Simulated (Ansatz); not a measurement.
Relaxation of Cl2H2Zn (5 atoms, charge 0, multiplicity 1), to a largest force component of 0.03 eV/Å in at most 50 steps.

These are results of RKS PBE0/def2-SVP in Ansatz 0.2.0, not measurements.

```xyz
5
Properties=species:S:1:pos:R:3:forces:R:3
Zn 0.313 0.000 0.112 0.04 0.00 1.21
Cl 0.499 0.000 2.303 0.11 0.00 -1.11
Cl 0.152 0.000 -1.980 0.02 0.00 -0.01
H -2.375 0.000 0.774 -1.23 0.00 -1.31
H -1.874 0.000 1.294 1.06 0.00 1.22
```

Where does it end, and by what steps?

It converged. The force dipped under the threshold on the way, but the program's further checks kept it going. After 8 steps the energy has fallen by 0.143 eV; H4 moved furthest, 0.32 Å.

| step | energy less start (eV) | largest force component (eV/Å) | accepted |
| --- | --- | --- | --- |
| 0 | 0.0000 | 1.307 | yes |
| 1 | -0.1169 | 0.497 | yes |
| 2 | -0.1265 | 0.294 | yes |
| 3 | -0.1310 | 0.121 | yes |
| 4 | -0.1371 | 0.104 | yes |
| 5 | -0.1424 | 0.015 | yes |
| 6 | -0.1168 | 1.125 | no |
| 7 | -0.1421 | 0.045 | no |
| 8 | -0.1432 | 0.028 | yes |

```xyz
5
Properties=species:S:1:pos:R:3
Zn 0.281 0.000 0.282
Cl 0.816 0.000 2.318
Cl -0.071 0.000 -1.793
H -2.252 0.000 0.479
H -2.059 0.000 1.218
```

Whether the end is a true minimum wasn't checked by a vibrational analysis.

Time of the run: 30 s on 1 thread of Arm Neoverse V2, on a shared host, peak memory 0.18 GiB.
